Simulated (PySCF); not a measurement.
Molecule: 2-vinyl-1,3-dioxolane (SMILES C=CC1OCCO1).

Geometry (Å), atoms numbered from 1 in this order:
```xyz
15

C     2.054    0.622    0.230
C     1.488   -0.339   -0.471
C     0.227   -0.158   -1.288
O    -0.479    1.014   -0.973
C    -1.372    0.683    0.072
C    -1.434   -0.861    0.050
O    -0.676   -1.220   -1.084
H     1.637    1.616    0.247
H     2.954    0.460    0.798
H     1.886   -1.343   -0.510
H     0.480   -0.134   -2.357
H    -0.998    1.053    1.034
H    -2.334    1.151   -0.149
H    -2.444   -1.250   -0.085
H    -0.993   -1.285    0.960
```

Frames of a GFN2-xTB Langevin trajectory at 300 K; GIAO PBE0/pcSseg-1 shieldings in PySCF 2.14, gas phase, non-relativistic; equivalent atoms averaged within each frame.

Referencing at the same level of theory: TMS for $^{13}$C (σref 186.93), $^{1}$H (σref 31.72); H2O for $^{17}$O (σref 336.08). The references are static minima.

Q: How do the shifts (ppm) fluctuate along the trajectory?

A: 
```csv
time (fs),C2,C1,C3,C5/C6,O4/O7,H10,H11,H8,H9,H12/H15
optimised geometry,144.9,124.0,108.8,65.9,80.8,5.92,6.07,5.88,5.57,3.96
250,146.2,123.1,113.7,70.2,91.2,6.40,5.88,5.35,5.17,4.68
425,147.7,127.3,111.2,62.7,86.8,5.79,5.60,5.43,4.97,2.84
625,144.8,120.3,112.2,75.7,70.0,5.80,6.31,6.67,5.42,5.67
800,140.9,124.4,115.4,67.8,89.3,5.79,6.40,5.92,5.45,4.78
1000,142.4,118.1,112.1,73.9,106.6,6.24,6.00,6.73,5.10,4.16
mean of frames,144.4,122.7,112.9,70.1,88.8,6.01,6.04,6.02,5.22,4.43
standard deviation,2.8,3.6,1.7,5.1,13.0,0.30,0.33,0.66,0.21,1.04
```

5 frames give an uncertainty of the mean of about the standard deviation over 2.2 at best, since frames this close in time may not be independent; classical motion lacks zero-point vibration, and the reference would need the same averaging.
